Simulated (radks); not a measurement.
Values are calculated unless marked as measured or tabulated.
All-electron atom: Sn2+ in [Kr] 4d10 5s2. Level of theory: Dirac Kohn-Sham, exchange-only PBE, spin-unpolarised, spherical densities, finite nucleus; Fermi nuclear charge, rms radius 4.6519 fm (a radial shooting solver on a logarithmic mesh with Libxc functionals).

Normalised radial functions P(r) = r R(r) (large component), r in bohr:

| r | 3d5/2 | 4p1/2 | 4d3/2 |
|---|---|---|---|
| 0.00133 | 0.0000 | 0.0035 | 0.0000 |
| 0.001759 | 0.0000 | 0.0051 | 0.0000 |
| 0.002347 | 0.0000 | 0.0076 | 0.0000 |
| 0.003105 | 0.0001 | 0.0114 | 0.0001 |
| 0.004108 | 0.0003 | 0.0172 | 0.0001 |
| 0.005436 | 0.0006 | 0.0263 | 0.0003 |
| 0.00725 | 0.0013 | 0.0407 | 0.0006 |
| 0.009593 | 0.0029 | 0.0623 | 0.0013 |
| 0.01269 | 0.0063 | 0.0945 | 0.0028 |
| 0.01679 | 0.0135 | 0.1410 | 0.0059 |
| 0.0224 | 0.0292 | 0.2064 | 0.0123 |
| 0.02964 | 0.0600 | 0.2861 | 0.0247 |
| 0.03921 | 0.1192 | 0.3716 | 0.0483 |
| 0.05189 | 0.2266 | 0.4379 | 0.0903 |
| 0.0692 | 0.4143 | 0.4389 | 0.1621 |
| 0.09156 | 0.6933 | 0.3179 | 0.2653 |
| 0.1211 | 1.0620 | 0.0443 | 0.3933 |
| 0.1603 | 1.4580 | -0.3317 | 0.5096 |
| 0.2138 | 1.7566 | -0.6412 | 0.5419 |
| 0.2829 | 1.7834 | -0.6167 | 0.4005 |
| 0.3743 | 1.4836 | -0.1455 | 0.0495 |
| 0.4952 | 0.9680 | 0.5853 | -0.4352 |
| 0.6553 | 0.4693 | 1.1406 | -0.8637 |
| 0.874 | 0.1516 | 1.1859 | -1.0406 |
| 1.156 | 0.0316 | 0.8129 | -0.9139 |
| 1.53 | 0.0037 | 0.3831 | -0.6244 |
| 2.024 | 0.0002 | 0.1206 | -0.3332 |
| 2.7 | 0.0000 | 0.0221 | -0.1294 |
| 3.573 | 0.0000 | 0.0023 | -0.0357 |
| 4.727 | 0.0000 | 0.0001 | -0.0061 |
| 6.254 | 0.0000 | 0.0000 | -0.0005 |

3d5/2: eigenvalue -485.56 eV, 0 radial nodes, <r> = 0.316 bohr, 90 % of the charge inside 0.498 bohr. 4p1/2: eigenvalue -110.96 eV, 2 radial nodes at r = 0.126, 0.397 bohr, <r> = 0.866 bohr, 90 % of the charge inside 1.27 bohr. 4d3/2: eigenvalue -42.495 eV, 1 radial node at r = 0.386 bohr, <r> = 1.09 bohr, 90 % of the charge inside 1.69 bohr.
